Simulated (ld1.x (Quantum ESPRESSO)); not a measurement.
## Configuration tests for Sn (TM semilocal)

```json
{"Element": "tin", "Generator": "ld1.x (Quantum ESPRESSO) 7.5", "Type": "norm-conserving Troullier–Martins (semilocal form)", "Functional": "PBE", "Relativity": "scalar-relativistic", "Frozen core": "[Ar] 3d10 4s2", "Valence charge": "20", "Reference configuration": "4p6 4d10 5s2 5p0 (charge +2)", "Partial waves": "5s (bound): rc 1.80 bohr; 4p (bound): rc 1.40 bohr; 4f channel at 0.05 Ry: rc 1.95 bohr; 4d (bound): rc 1.10 bohr", "Local potential": "the d channel", "Core correction": "none"}
```

Energies are relative to the spin-unpolarised reference configuration 4p6 4d10 5s2 5p0; without spin polarisation the order of configurations can differ from experiment.

```
valence configuration  charge  ΔE all-electron (eV)  error AE − PS (meV)
     4p6 4d10 5s2 5p1      +1               -13.952                 +424
     4p6 4d10 5s1 5p0      +3                30.971                 -6.1
      4p6 4d9 5s2 5p3       0                 3.639                +1397
      4p6 4d9 5s2 5p2      +1                11.864                +1158
     4p6 4d10 5s1 5p2      +1                -6.303                 +882
     4p6 4d10 5s0 5p4       0                -6.641                +1465
```

**Question.** What are ΔE and the potential's error for 4p6 4d10 5s2 5p2?

**Answer.** ΔE = -20.827 eV all-electron; the error (AE − PS) is +640 meV.

Levels in the configuration 4p6 4d10 5s1 5p2:

```tsv
level	all-electron (eV)	pseudo (eV)
4p	-99.233	-98.537
4d	-35.281	-34.706
5s	-18.701	-18.455
5p	-10.960	-11.189
```

ld1.x printed “convergence not achieved” for 5 of the counted tests; their residual had stalled under 1e-8, short of the target of 1e-14.
